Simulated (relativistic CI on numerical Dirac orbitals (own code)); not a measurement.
Computed by Dirac-Coulomb-Breit CI, separate exchange-only KLI orbitals for each configuration, model QED (radiative potential, 1s self-energy scaled to tabulated hydrogen-like ionisation energies), unscaled Slater integrals (own radial code, finite nucleus).

Configuration list (outside the closed core [Ne]): 3s2, 3s.3p, 3p2, 3s.3d, 3d2, 3p.3d, 3p.4s, 3d.4s, 3s.4s, 3s.4p, 3s.4d, 3s.4f, 3s.5s, 3s.5p, 3s.5d, 3s.5f, 4s2, 3s.5g, 3s.6s, 3s.6p, 3s.6d. Levels of other configurations are missing.

At this charge energies of transitions that change n are usually good to better than 1 %, and those within a shell (Δn = 0) to a few per cent.

Outline of the computed level scheme of Sm LI. Lowest level of each configuration: 3s2 1S_0 at 0.00 eV; 3s.3p 3P°_0 at 105.90 eV; 3p2 3P_0 at 254.93 eV; 3s.3d 3D_1 at 438.80 eV; 3p.3d 3F°_2 at 553.33 eV; 3d2 3F_2 at 887.80 eV; 3s.4s 3S_1 at 2081.53 eV; 3s.4p 3P°_0 at 2137.22 eV; 3p.4s 3P°_0 at 2208.67 eV.

Some strong electric-dipole decays among the lowest 43 levels: 3s.4s 1S_0 → 3s.3p 1P°_1 (2.0e+13 s⁻¹); 3s.4s 3S_1 → 3s.3p 3P°_2 (1.6e+13 s⁻¹); 3s.4p 3P°_1 → 3s2 1S_0 (1.6e+13 s⁻¹); 3s.4p 1P°_1 → 3s2 1S_0 (1.5e+13 s⁻¹); 3p.4s 3P°_1 → 3s2 1S_0 (8.9e+12 s⁻¹); 3s.4p 1P°_1 → 3p2 1D_2 (7.5e+12 s⁻¹); 3s.4s 3S_1 → 3s.3p 3P°_1 (5.8e+12 s⁻¹); 3s.4s 1S_0 → 3s.3p 3P°_1 (4.6e+12 s⁻¹).

LS names give the leading component of a level, which can be under half, so a name can repeat, a term be missing and a line seem to break the LS rules.
